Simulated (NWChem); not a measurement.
System: CH5InO; SMILES C[O][InH2]

Here is an NWChem input.

```
start job
memory heap 200 mb stack 900 mb global 1100 mb
geometry units angstroms noautosym nocenter noautoz
  In     0.005968    -0.666506    -0.000087
  H     -1.365500    -1.711456     0.000767
  H      1.736125    -0.816529    -0.001522
  O     -0.598504     1.272683     0.000588
  C      0.289847     2.359625     0.001500
  H      1.373481     2.077169    -0.002732
  H      0.123122     3.009272    -0.891618
  H      0.128713     3.003715     0.899683
end
basis spherical
  In library def2-svpd
  H library def2-svpd
  O library def2-svpd
  C library def2-svpd
end
ecp
  In library def2-ecp
end
dft
  xc b3lyp
  iterations 150
end
property
  response 1 0.0
end
task dft property
```

Parts of the log:

```
             Northwest Computational Chemistry Package (NWChem) 7.3.0
             --------------------------------------------------------

                             Geometry "geometry" -> ""
                             -------------------------

 Output coordinates in angstroms (scale by  1.889725989 to convert to a.u.)

  No.       Tag          Charge          X              Y              Z
 ---- ---------------- ---------- -------------- -------------- --------------
    1 In                  49.0000     0.00596800    -0.66650600    -0.00008700
    2 H                    1.0000    -1.36550000    -1.71145600     0.00076700
    3 H                    1.0000     1.73612500    -0.81652900    -0.00152200
    4 O                    8.0000    -0.59850400     1.27268300     0.00058800
    5 C                    6.0000     0.28984700     2.35962500     0.00150000
    6 H                    1.0000     1.37348100     2.07716900    -0.00273200
    7 H                    1.0000     0.12312200     3.00927200    -0.89161800
    8 H                    1.0000     0.12871300     3.00371500     0.89968300

 Effective nuclear repulsion energy (a.u.)     244.2807082097

                                 NWChem DFT Module
                                 -----------------

 Summary of "ao basis" -> "ao basis" (spherical)
 ------------------------------------------------------------------------------
       Tag                 Description            Shells   Functions and Types
 ---------------- ------------------------------  ------  ---------------------
 In                        def2-svpd                12       32   5s4p3d
 H                         def2-svpd                 4        8   2s2p
 O                         def2-svpd                 9       23   4s3p2d
 C                         def2-svpd                 8       20   4s2p2d

            General Information
            -------------------
          SCF calculation type: DFT
          Wavefunction type:  closed shell.
          No. of atoms     :     8
          No. of electrons :    40
           Alpha electrons :    20
            Beta electrons :    20
          Charge           :     0
          Spin multiplicity:     1
          Use of symmetry is: off; symmetry adaption is: off
          Maximum number of iterations: 150
          AO basis - number of functions:   115
                     number of shells:    49
          Convergence on energy requested:  1.00D-06
          Convergence on density requested:  1.00D-05
          Convergence on gradient requested:  5.00D-04

              XC Information
              --------------
                         B3LYP Method XC Potential
                     Hartree-Fock (Exact) Exchange  0.200
                        Slater Exchange Functional  0.800 local
                    Becke 1988 Exchange Functional  0.720 non-local
              Lee-Yang-Parr Correlation Functional  0.810
                  VWN I RPA Correlation Functional  0.190 local

             Grid Information
             ----------------
          Grid used for XC integration:  medium
          Radial quadrature: Mura-Knowles
          Angular quadrature: Lebedev.
          Tag              B.-S. Rad. Rad. Pts. Rad. Cut. Ang. Pts.
          ---              ---------- --------- --------- ---------
          In                  1.55      123          11.0       590
          H                   0.35       45          13.0       434
          O                   0.60       49          11.0       434
          C                   0.70       49          13.0       434
          Grid pruning is: on
          Number of quadrature shells:   446
          Spatial weights used:  Erf1

      Superposition of Atomic Density Guess
      -------------------------------------

 Sum of atomic energies:        -332.86445083

      Non-variational initial energy
      ------------------------------

 Total energy =    -304.854763
 1-e energy   =    -742.925049
 2-e energy   =     311.189403
 HOMO         =      -0.342626
 LUMO         =      -0.007261

   convergence    iter        energy       DeltaE   RMS-Dens  Diis-err
 ---------------- ----- ----------------- --------- --------- ---------
 d= 0,ls=0.0,diis     1   -306.3395597561 -4.33D+02  2.41D-02  6.53D-01
 d= 0,ls=0.0,diis     2   -305.6658247396  6.74D-01  1.55D-02  6.48D+00
 d= 0,ls=0.0,diis     3   -306.4269999323 -7.61D-01  1.81D-03  2.67D-02
 d= 0,ls=0.0,diis     4   -306.4282839152 -1.28D-03  7.80D-04  1.77D-02
 d= 0,ls=0.0,diis     5   -306.4305800120 -2.30D-03  7.00D-05  6.19D-05
  Resetting Diis
 d= 0,ls=0.0,diis     6   -306.4305860606 -6.05D-06  1.57D-05  1.87D-06
 d= 0,ls=0.0,diis     7   -306.4305863444 -2.84D-07  5.78D-06  8.76D-08

         Total DFT energy =     -306.430586344402
      One electron energy =     -745.257964188346
           Coulomb energy =      344.544821654756
    Exchange-Corr. energy =      -32.598327261300
 Nuclear repulsion energy =      126.880883450489

 Numeric. integr. density =       40.000045699881

                       DFT Final Molecular Orbital Analysis
                       ------------------------------------

 Vector   18  Occ=2.000000D+00  E=-3.151357D-01
              MO Center= -2.5D-02, -1.0D+00, -1.6D-04, r^2= 3.6D+00
   Bfn.  Coefficient  Atom+Function         Bfn.  Coefficient  Atom+Function
  ----- ------------  ---------------      ----- ------------  ---------------
    12      0.361821  1 In px                33     -0.343489  2 H  s
    41      0.299911  3 H  s                 34     -0.153319  2 H  s
    42      0.149333  3 H  s                 13      0.147781  1 In py
    18      0.131805  1 In d -2              15      0.110154  1 In px
     9     -0.108469  1 In px                 6     -0.101199  1 In px

 Vector   19  Occ=2.000000D+00  E=-2.683399D-01
              MO Center= -1.2D-01,  1.3D+00, -2.8D-04, r^2= 2.5D+00
   Bfn.  Coefficient  Atom+Function         Bfn.  Coefficient  Atom+Function
  ----- ------------  ---------------      ----- ------------  ---------------
    53      0.448607  4 O  px                56      0.311183  4 O  px
    54     -0.269252  4 O  py                52     -0.266241  4 O  s
    92     -0.228250  6 H  s                 13      0.198607  1 In py
    57     -0.189437  4 O  py                76     -0.161537  5 C  px
    41     -0.130336  3 H  s                 22      0.121269  1 In d  2

 Vector   20  Occ=2.000000D+00  E=-2.585796D-01
              MO Center= -3.6D-01,  1.6D+00,  1.8D-03, r^2= 1.8D+00
   Bfn.  Coefficient  Atom+Function         Bfn.  Coefficient  Atom+Function
  ----- ------------  ---------------      ----- ------------  ---------------
    55      0.545476  4 O  pz                58      0.379497  4 O  pz
   100      0.207345  7 H  s                108     -0.208270  8 H  s
    78     -0.188499  5 C  pz               101      0.164417  7 H  s
   109     -0.164870  8 H  s                 14      0.126004  1 In pz
    61      0.098224  4 O  pz                90      0.087151  5 C  d  1

 Vector   21  Occ=0.000000D+00  E=-7.024781D-02
              MO Center=  8.0D-02, -7.7D-01,  2.6D-04, r^2= 4.5D+00
   Bfn.  Coefficient  Atom+Function         Bfn.  Coefficient  Atom+Function
  ----- ------------  ---------------      ----- ------------  ---------------
    17      0.607703  1 In pz                14      0.517480  1 In pz
    55     -0.178280  4 O  pz                11     -0.144106  1 In pz
     8     -0.133327  1 In pz                58     -0.132369  4 O  pz
    61     -0.081854  4 O  pz                90     -0.051590  5 C  d  1
    19      0.044422  1 In d -1              29     -0.037739  1 In d -1

 Vector   22  Occ=0.000000D+00  E=-2.913871D-02
              MO Center=  6.4D-02, -7.9D-01, -3.2D-04, r^2= 5.5D+00
   Bfn.  Coefficient  Atom+Function         Bfn.  Coefficient  Atom+Function
  ----- ------------  ---------------      ----- ------------  ---------------
     4      1.313498  1 In s                 52     -0.765608  4 O  s
     3      0.529715  1 In s                 34     -0.403313  2 H  s
    42     -0.394056  3 H  s                 16      0.368678  1 In py
     1     -0.313016  1 In s                  5     -0.298550  1 In s
    33     -0.242232  2 H  s                 41     -0.242811  3 H  s

 Vector   23  Occ=0.000000D+00  E=-2.018889D-03
              MO Center=  2.0D-01, -8.0D-01, -1.9D-04, r^2= 7.8D+00
   Bfn.  Coefficient  Atom+Function         Bfn.  Coefficient  Atom+Function
  ----- ------------  ---------------      ----- ------------  ---------------
    16      0.906092  1 In py                52     -0.661016  4 O  s
    74      0.402085  5 C  s                 60      0.377950  4 O  py
    13      0.359015  1 In py                 5      0.341623  1 In s
     4      0.310414  1 In s                 75      0.271339  5 C  s
   101     -0.259431  7 H  s                109     -0.259760  8 H  s

     Multipole analysis of the density
     ---------------------------------

     L   x y z        total         alpha         beta         nuclear
     -   - - -        -----         -----         ----         -------
     0   0 0 0      0.000000    -20.000000    -20.000000     40.000000

[...]

 DFT Linear Response polarizability / au
 Frequency  =       0.0000000 / au
              X              Y              Z
 -----------------------------------------------
 X      58.9381335      3.3626517     -0.0091219
 Y       3.3626518     71.8440840      0.0110830
 Z      -0.0091219      0.0110830     44.2189923
 -----------------------------------------------
 Eigenvalues =      58.1145589     72.6676707     44.2189802
 Isotropic   =      58.3337366
 Anisotropic =      24.6394821
 -----------------------------------------------

 Magnetic Dipole Response Matrix (nonzero elements):

 Exiting AOResponse driver routine
```

Level: B3LYP/def2-SVPD with def2 effective core potentials on In. Structure relaxed at the PBE-D3(BJ)/def2-SVP level. def2 effective core potentials on In; no spin-orbit coupling.
